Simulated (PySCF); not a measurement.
Simulated Si 2p region for SiHMe2(NMe2), `CN(C)[SiH](C)C`, binding energy against the vacuum level.

Every computed line was given a Gaussian of 0.5 eV full width at half maximum and an area set by the number of equivalent atoms (split 2:1 within a doublet); the highest printed point is 100. Method used: PySCF 2.14.0, delta-SCF UKS SCAN, pcX-2 on the ionised atom, pcseg-1 elsewhere, spin-free X2C.

binding energy (eV), intensity and a bar:
```
    105.5          1 
    105.6          3 #
    105.7         11 ###
    105.8         26 ########
    105.9         50 ###############
    106.0         79 ########################
    106.1         99 ##############################
    106.2        100 ##############################
    106.3         83 #########################
    106.4         62 ##################
    106.5         48 ##############
    106.6         47 ##############
    106.7         51 ###############
    106.8         51 ###############
    106.9         43 #############
    107.0         29 #########
    107.1         16 #####
    107.2          7 ##
    107.3          2 #
    107.4          1 
    107.5          0
```

Count the maxima, the lines and the sites behind this envelope.

The curve has 2 maxima (at 106.2 and 106.8 eV). Under it lie 2 lines from 1 inequivalent silicon site, drawn as a 2p3/2, 2p1/2 pair.

Decompose the envelope and assign each component. Bonds: Si1–C3, Si1–C7, Si1–N11, N11–C12, N11–C13. Hydrogens: H2 on Si1; H4, H5, H6 on C3; H8, H9, H10 on C7; H14, H15, H16 on C12; H17, H18, H19 on C13.

```csv
position (eV),relative area,line,atoms,environment
106.15,0.67,Si 2p3/2,Si1,"silicon bonded to 2 C, N and H"
106.78,0.33,Si 2p1/2,Si1,"silicon bonded to 2 C, N and H"
```

No satellites, vibrations or lifetime broadening are included. The 2p values aren't plain energy differences: one relaxed spin-free 2p hole is combined with a matrix within the shell (ground-state 2p orbital-energy differences and spin–orbit coupling). 2p3/2, the mean of its two sublevels, lies a third of the splitting below the shell's mean and 2p1/2 two thirds above it; the statistical areas are 2:1. 2p1/2 minus 2p3/2 (ligand field included): Si 0.62 eV. The structure is a single PBE0-D3(BJ)/def2-SVP conformer in the gas phase; no vibrational or solvent corrections.

Time: 42 s of wall time; peak memory 0.65 GiB. Hardware: one thread of an Arm Neoverse V2, shared host with 48 logical CPUs at a one-minute load of 12.
